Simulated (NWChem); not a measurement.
# CH₄AlIO; SMILES [CH3][Al]([OH])[I]

```xyz
8

Al     0.0423     1.3683     0.0001
I     -0.0061    -1.1195     0.0000
C     -1.5687     2.4407     0.0000
H     -1.5872     3.0930    -0.8885
H     -1.5836     3.0988     0.8843
H     -2.4856     1.8337     0.0038
O      1.5535     2.1441     0.0000
H      2.4147     1.7230    -0.0002
```
Atoms are numbered in this order, from 1.

The geometry was optimised at PBE0/def2-SVP. Not confirmed as a minimum by frequencies. def2 effective core potentials on I; no spin-orbit coupling.

Question: List the 4 lowest vertical singlet excitations from B3LYP/def2-SVPD with def2 effective core potentials on I, TDA (NWChem).

Answer: 
```tsv
state	energy (eV)	oscillator strength	leading excitation (squared amplitude)
S1	5.48	0.053	HOMO → LUMO (0.98)
S2	5.50	0.000	HOMO → LUMO+1 (0.99)
S3	5.62	0.044	HOMO−1 → LUMO (0.97)
S4	5.97	0.019	HOMO−1 → LUMO+1 (0.85)
```
